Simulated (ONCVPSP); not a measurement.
As (Z = 33): excitation energies, all-electron against ONCV

As, optimised norm-conserving Vanderbilt (ONCV), made with ONCVPSP 4.0.1 (PBE, fully relativistic). Core [Ne] 3s2, reference 3p6 3d10 4s2 4p3. Waves: 4s: rc 1.70 bohr, ncon 4, nbas 7, qcut 3.4 1/bohr, 2 projectors, debl 0.8 Ha; 3p+4p: rc 0.90 bohr, ncon 5, nbas 8, qcut 16.3 1/bohr, 2 projectors; 3d: rc 1.25 bohr, ncon 3, nbas 8, qcut 11.1 1/bohr, 2 projectors, debl 2.7 Ha; f scattering state at 0.43 Ha: rc 1.55 bohr, ncon 4, nbas 8, qcut 6.9 1/bohr, 2 projectors, debl 3.3 Ha. Local part: polynomial inside 0.90 bohr (lpopt 3, dvloc0 0 Ha). Core correction: none.

Open shells are filled in proportion to 2j + 1.

Energies are relative to the spin-unpolarised reference configuration 3p6 3d10 4s2 4p3; without spin polarisation the order of configurations can differ from experiment.

```json
{"valence configuration": "3p6 3d10 4s2 4p0", "charge": "+3", "ΔE all-electron (eV)": "54.783", "error AE − PS (meV)": "-2.8"}
{"valence configuration": "3p5 3d10 4s2 4p3", "charge": "+1", "ΔE all-electron (eV)": "144.464", "error AE − PS (meV)": "-367"}
```

Task: What are ΔE and the potential's error for 3p6 3d10 4s2 4p1?

Result: ΔE = 27.074 eV all-electron; the error (AE − PS) is -0.3 meV.

Task: What are ΔE and the potential's error for 3p6 3d10 4s2 4p2?

Result: ΔE = 9.152 eV all-electron; the error (AE − PS) is +0.4 meV.

Levels in the configuration 3p6 3d10 4s2 4p0:

| level | all-electron (eV) | pseudo (eV) |
| --- | --- | --- |
| 3p j=3/2 | -166.402 | -166.557 |
| 3p j=1/2 | -171.430 | -171.591 |
| 3d j=5/2 | -74.608 | -74.665 |
| 3d j=3/2 | -75.342 | -75.399 |
| 4s j=1/2 | -44.425 | -44.415 |

Note: no bound ghost flagged; GHOST(+) flagged for s at 20.6 eV.
